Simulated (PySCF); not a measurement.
C₆ coefficients of unlike pairs at UHF

Calculated with PySCF 2.14 from the dipole response of each species, C₆(A,B) = (3/π) ∫ α_A(iu) α_B(iu) du, in atomic units, from isotropic polarisabilities. For ions this is the dispersion term alone; charge-induced terms of lower order in 1/R come first.

| species | configuration | basis | relativity | α (bohr³) | C₆ (like pair) |
| --- | --- | --- | --- | --- | --- |
| Mg⁺ | [Ne] 3s1 (2S) | dyall-av3z (20s13p6d4f) | none | 38.82 | 179.7 |
| Rb | [Kr] 5s1 (2S) | aug-cc-pwCVTZ-X2C with one added diffuse shell each of s, p, d, f type (11s10p8d4f) | spin-free X2C | 481.8 | 8513 |
| Sn | [Kr] 4d10 5s2 5p2 (3P) | aug-cc-pwCVTZ-DK3 (10s9p7d4f1g) | spin-free X2C | 57.21 | 640.0 |
| Ca | [Ar] 4s2 (1S) | def2-QZVPPD (11s6p4d3f) | none | 185.3 | 2767 |

Task: Estimate C₆ for Sn with Mg⁺.

Result: The integral gives 327.5. The combination rule 2 C_A C_B / (C_A α_B/α_A + C_B α_A/α_B) gives 329.0 and the geometric mean 339.1.

No spin-orbit coupling is included.

The other pairs:

```tsv
pair	C₆
Ca, Sn	1212
Sn, Rb	1762
Ca, Rb	4536
Rb, Mg⁺	1069
Ca, Mg⁺	693.0
```
